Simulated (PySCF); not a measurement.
H4N2Si, SMILES N[Si]N (connectivity only; charge and spin as stated), neutral, multiplicity 1. Atoms are numbered in the order given.

```xyz
7

Si     0.0000     0.0000    -0.6638
N      0.0000     1.3213     0.4416
H      0.0000     1.2822     1.4514
H      0.0000     2.2705     0.1039
N      0.0000    -1.3213     0.4416
H      0.0000    -2.2705     0.1039
H      0.0000    -1.2822     1.4514
```

The structure is a stationary point at B3LYP-D3(BJ)/def2-TZVP. Other conformers were not sampled.

Vertical ionisation energy (IE) and electron affinity (EA) in eV. Rows of orbital energies are one-electron estimates. Where ΔSCF, EOM or ADC give a negative EA the extra electron is unbound and the value depends on the basis.

```
level                                          IE     EA
-------------------------------------------  ----  -----
−ε(HOMO), −ε(LUMO), PBE0/def2-TZVPD (PySCF)  6.44   0.44
ADC(2)/aug-cc-pVDZ (PySCF)                   8.45  -0.67
```

Problem. Beyond the first one, list the lowest photoelectron lines from PySCF with ADC(2)/aug-cc-pVDZ with their pole strengths (two spins summed). (The exact figures need the calculation; the answer reports its results.)

Solution. 8.81 eV (1.74), 10.29 eV (1.74), 13.12 eV (1.73), 15.58 eV (1.73), 16.22 eV (1.73).
